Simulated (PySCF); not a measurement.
From results back to the method.

CH4BN2P.
Atom-mapped SMILES: `[N:1]#[C:2][B:3]([NH2:4])[PH2:5]` (hydrogens: H6, H7 on N4; H8, H9 on P5)

Structure used (PBE0-D3(BJ)/def2-SVP), in Å, numbered top down from 1:
```xyz
9
CH4BN2P angstrom
N     -1.0562    2.5789   -0.6193
C     -0.6534    1.5076   -0.4297
B     -0.0749    0.0904   -0.1679
N     -0.9607   -0.9528    0.0676
P      1.8265   -0.1439   -0.3522
H     -0.6641   -1.9022    0.2524
H     -1.9657   -0.8280    0.0635
H      2.2114    0.9470    0.4780
H      1.9910   -1.1515    0.6449
```

The closed-shell ground state was solved 7 times with PySCF (density fitting, gas phase), always in the pcSseg-2 basis (243 functions), with these functionals: B3LYP, BHandHLYP, BP86, CAM-B3LYP, LC-wPBE, PBE0 and wB97X-D.

| row | total energy (Eh) | HOMO (eV) | LUMO (eV) | dipole (D) |
| --- | --- | --- | --- | --- |
| P | -516.3870 | -6.69 | -2.57 | 4.67 |
| Q | -516.0056 | -7.72 | -1.59 | 4.68 |
| R | -516.3792 | -7.50 | -1.78 | 4.66 |
| S | -516.2833 | -9.56 | 0.21 | 4.68 |
| T | -516.2723 | -9.01 | -0.46 | 4.68 |
| U | -516.2432 | -8.74 | -0.54 | 4.67 |
| V | -516.1169 | -10.36 | 0.65 | 4.71 |

**Question.** Which functional belongs to which row?

**Answer.** P = BP86, Q = PBE0, R = B3LYP, S = wB97X-D, T = CAM-B3LYP, U = BHandHLYP, V = LC-wPBE. By rising HOMO–LUMO gap: BP86 (GGA) 4.12 eV; B3LYP (global hybrid, 20 % exact exchange) 5.72 eV; PBE0 (global hybrid, 25 % exact exchange) 6.13 eV; BHandHLYP (global hybrid, 50 % exact exchange) 8.20 eV; CAM-B3LYP (range-separated hybrid) 8.55 eV; wB97X-D (range-separated hybrid) 9.77 eV; LC-wPBE (range-separated hybrid) 11.01 eV. Total energies of different functionals aren't bounds to one another; each is stationary for its own functional.

One conformer stands for the species.

wB97X-D is run here without its empirical dispersion term; that term would change no orbital, density or response property at a fixed geometry.
